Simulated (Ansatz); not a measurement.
Ansatz (a program for electronic structure) input (CCSD(T)/6-31G):

Ansatz 0.2 input:
```yaml
crystal:
  periodic: [false, false, false]
  atoms:
    - {symbol: C, position_ang: [2.68393641, 0.54521681, -0.87319774]}
    - {symbol: C, position_ang: [1.64485259, 0.21086874, 0.13456248]}
    - {symbol: N, position_ang: [0.28822017, 0.36904669, -0.37993104]}
    - {symbol: C, position_ang: [-0.07136307, 1.75868376, -0.62193860]}
    - {symbol: Ge, position_ang: [-1.02129656, -0.69627236, 0.38081730]}
    - {symbol: H, position_ang: [3.67350275, 0.85634336, -0.56775972]}
    - {symbol: H, position_ang: [2.49579910, 0.34616421, -1.91947637]}
    - {symbol: H, position_ang: [1.76819040, -0.83800613, 0.44822940]}
    - {symbol: H, position_ang: [1.81153823, 0.80988700, 1.04762853]}
    - {symbol: H, position_ang: [-0.06263046, 2.37324554, 0.29289864]}
    - {symbol: H, position_ang: [-1.06829091, 1.81842069, -1.06110169]}
    - {symbol: H, position_ang: [0.63061392, 2.21137776, -1.32699879]}
    - {symbol: H, position_ang: [-0.49888191, -2.14152877, 0.35101143]}
    - {symbol: H, position_ang: [-2.28768228, -0.52760214, -0.47376491]}
    - {symbol: H, position_ang: [-1.34276550, -0.29952894, 1.84614018]}
basis:
  gaussian:
    orbitals: 6-31G
magnetization: {spin_polarized: true, initial_magnetization: 1}
correlation: {method: ccsd_t, electrons: outside_noble_gas}
```

End of the output:

```
integrals: 0.17 GiB planned
1084 factors; integrals over basis functions are off by at most 4.2e-4 eV
1.25 GiB of device memory are held for the factors and their scratch space
mean field: 0.60 GiB planned
mean field evaluation 1: about -61188.5957 eV, gradient 2.1e1 eV
mean field evaluation 2: about -61188.7626 eV, gradient 2.1e1 eV
mean field evaluation 4: about -61191.4309 eV, gradient 3.2e0 eV
mean field evaluation 8: about -61191.5148 eV, gradient 1.5e-1 eV
mean field evaluation 16: about -61190.7988 eV, gradient 9.9e0 eV
mean field -61191.51525704 eV, -2248.7467085973 hartree, gradient 2.9e-6 eV, S^2 0.763317; 0 other end points of the search recorded, 0 dependent functions left out
18 core orbitals not correlated
reference -61191.51525704 eV, -2248.7467085973 hartree; 16, 15 occupied and 51, 52 virtual orbitals, 1084 factors
second order -11.45471368 eV of doubles, -0.00000000 eV of singles
coupled cluster: 0.75 GiB planned
cycle   1  -12.46875860 eV  change    -1.0e0 eV  update   9.6e-2
cycle   2  -13.01065100 eV  change   -5.4e-1 eV  update   3.4e-2
cycle   3  -13.12818887 eV  change   -1.2e-1 eV  update   1.4e-2
cycle   4  -13.13127157 eV  change   -3.1e-3 eV  update   4.3e-3
cycle   5  -13.13248524 eV  change   -1.2e-3 eV  update   1.8e-3
cycle   6  -13.13282231 eV  change   -3.4e-4 eV  update   6.6e-4
cycle   7  -13.13283629 eV  change   -1.4e-5 eV  update   2.2e-4
cycle   8  -13.13290849 eV  change   -7.2e-5 eV  update   8.9e-5
cycle   9  -13.13291575 eV  change   -7.3e-6 eV  update   3.6e-5
perturbative correction -0.30363892 eV, -0.0111585247 hartree
Total energy: -61204.95181171 eV, -2249.2404928741 hartree
```

It need not be the lowest isomer of its formula.
